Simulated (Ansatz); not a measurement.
Calculated with Ansatz (gas phase, PBE0-D4/def2-TZVP geometries, no zero-point term in ΔE). CBS: MP2 limit from def2 TZ/QZ plus the TZ coupled-cluster correction, frozen cores. DFT in def2-TZVPP. B3LYP here is the variant with VWN-RPA as its local correlation; programs differ in this. For Ga, Ti outer-core shells are correlated without core-valence functions, which leaves a few kJ/mol of doubt a bond. Scalar relativity is left out up to krypton. One conformer a species, not always the lowest.

Reaction (substitution at a C–S bond): `C[S][Ti]([F])([F])[F]` + `[OH][Ga]([F])[SH]` → `C[O][Ga]([F])[SH]` + `[F][Ti]([F])([F])[SH]`

| level | ΔE (kJ/mol) | difference from CCSD(T)/CBS |
| --- | --- | --- |
| r2SCAN-D4 | 51.8 | -3.3 |
| PBE0-D4 | 52.2 | -2.9 |
| B3LYP-D4 | 48.0 | -7.1 |
| ωB97M-V | 49.7 | -5.4 |
| HF/def2-TZVPP | 34.7 | -20.4 |
| MP2/def2-TZVPP | 56.8 | 1.7 |
| CCSD/def2-TZVPP | 45.7 | -9.4 |
| CCSD(T)/def2-TZVPP | 48.8 | -6.3 |
| MP2/def2-QZVPP | 60.3 | 5.2 |
| CCSD/CBS(def2) | 51.9 | -3.2 |
| CCSD(T)/CBS | 55.1 | 0 |

Largest T1 diagnostic among the species: 0.025, so the coupled-cluster value is less sure than usual.

In def2-TZVPP, CCSD(T) changes the Hartree–Fock value by +14.1 kJ/mol (the triples alone add +3.2 kJ/mol) and MP2 by +22.1 kJ/mol.

CCSD(T)/CBS has its own doubt, a few kJ/mol and more with outer-core shells, so smaller differences from it don't rank the levels.
